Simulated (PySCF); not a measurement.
**Heteronuclear NMR**

Geometry (Å), atoms numbered from 1 in this order:
```xyz
17

F    -2.316    0.703    2.226
C    -2.140    0.030    1.062
C    -1.164   -0.798    0.835
P    -0.070   -1.952    0.463
C     1.286   -0.839   -0.222
C     1.984   -0.075    0.894
P     3.295    1.099    0.276
C    -3.195    0.380    0.034
F    -3.238    1.692   -0.234
F    -4.427    0.018    0.415
F    -2.945   -0.246   -1.127
H     2.002   -1.475   -0.750
H     0.842   -0.153   -0.946
H     2.464   -0.765    1.595
H     1.264    0.517    1.466
H     2.494    1.673   -0.712
H     3.857    0.203   -0.636
```

[PySCF 2.14: coordinates at the GFN2-xTB level; σ from GIAO-PBE0/pcSseg-1; relativity neglected; no solvent model; a single conformation; one averaged value for each set of equivalent atoms]

(1) Where does 19F resonate?

(2) Predict the 31P NMR data.

## Answers

(1) 
```tsv
atoms	environment	σ (ppm)	δ (ppm)
F9/F10/F11	fluorine of a CF3 group	252.3	-67.0
F1	vinylic fluorine	317.5	-140.5
```

Shieldings were converted by a linear fit to measured shifts: 19F: δ = 146.13 − 0.903σ +14.6 on sp3 carbon (rms 6.0 ppm, 223 shifts, 7.0 ppm with the 5 outliers that the fit left out vs CFCl3, solution or neat liquid). A few per cent of atoms miss by over 2 rms, more outside the fitted compound classes.

On a 300 MHz spectrometer 19F resonates near 282.3 MHz, so 1 ppm is 282.3 Hz.

(2) 
| atoms | environment | σ (ppm) | δ (ppm) |
| --- | --- | --- | --- |
| P4 | phosphorus bonded to 2 C | 106.2 | 182.1 |
| P7 | phosphorus bonded to C, 2 H | 457.9 | -109.2 |

Shieldings were converted by a linear fit to measured shifts: 31P (scatter 18.1 ppm rms vs H3PO4, solution or neat liquid). Occasional misses reach two or three times the rms, and more in compound classes unlike the fitted ones.

On a 400 MHz spectrometer 31P resonates near 161.9 MHz, so 1 ppm is 161.9 Hz.
